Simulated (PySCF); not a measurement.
Ionisation energy along the 13-electron series

Calculated with PySCF 2.14 and a two-component X2C-1e Hamiltonian (Gaussian nucleus, no Breit or QED terms), each ion in its own even-tempered basis scaled to its charge; GMP2 freezes 1s2 and drops the highest virtual spinors. Values in eV. NIST values: (m) measured, (s) semi-empirical, (t) theoretical.

```tsv
ion	configuration	GHF (spin-free)	GMP2 (spin-free)	GHF (screened spin-orbit)	GMP2 (screened spin-orbit)	NIST
Cr¹¹⁺	[Ne] 3s2 3p1	296.24	296.66	297.28	297.73	296.7 ± 0.6 (s)
Fe¹³⁺	[Ne] 3s2 3p1	389.55	389.98	391.17	391.63	392.2 ± 0.7 (s)
```

**Question.** Fill in the row of Mn¹²⁺.

**Answer.** configuration: [Ne] 3s2 3p1; GHF (spin-free): 341.35; GMP2 (spin-free): 341.78; GHF (screened spin-orbit): 342.66; GMP2 (screened spin-orbit): 343.11; NIST: 343.6 ± 0.7 (s).
